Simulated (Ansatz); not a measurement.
C₂H₈ClGeNO (`C[NH][GeH]([Cl])[O]C`), relaxed with RKS PBE0-D4/def2-TZVP in Ansatz from a GFN2-xTB geometry. The force threshold is 0.005 eV/Å; the program also tests the step.

Total charge 0; spin multiplicity 1.

Start:

```xyz
14

C    -0.271    2.125   -1.067
N     0.164    0.792   -0.681
Ge    0.125    0.193    1.039
Cl    1.576    0.982    2.330
O     0.570   -1.505    1.028
C    -0.053   -2.524    0.270
H     0.492    2.891   -0.902
H    -1.150    2.386   -0.479
H    -0.546    2.124   -2.123
H     0.986    0.517   -1.204
H    -1.281    0.430    1.555
H    -1.075   -2.700    0.609
H    -0.072   -2.278   -0.793
H     0.535   -3.430    0.420
```

(1) By how much does the energy fall, and how many steps does the optimiser take? (Estimate.)

(2) Which bonds change most? (An estimate is asked.)

(3) Give the relaxed structure. (Estimate.)

Results:

(1) Computed: 7.98 kJ/mol, in 12 steps.

(2) The calculation gave: Ge3–Cl4 from 2.096 to 2.153 Å; Ge3–H11 from 1.516 to 1.534 Å; N2–Ge3 from 1.821 to 1.811 Å; Ge3–O5 from 1.756 to 1.762 Å.

(3) Computed: 
```xyz
14

C    -0.274    2.081   -1.051
N     0.243    0.764   -0.727
Ge    0.164    0.145    0.973
Cl    1.555    1.101    2.310
O     0.702   -1.533    0.969
C    -0.087   -2.487    0.288
H     0.383    2.905   -0.747
H    -1.239    2.228   -0.559
H    -0.450    2.163   -2.127
H     1.125    0.570   -1.182
H    -1.254    0.340    1.525
H    -1.080   -2.596    0.742
H    -0.216   -2.235   -0.771
H     0.426   -3.448    0.357
```
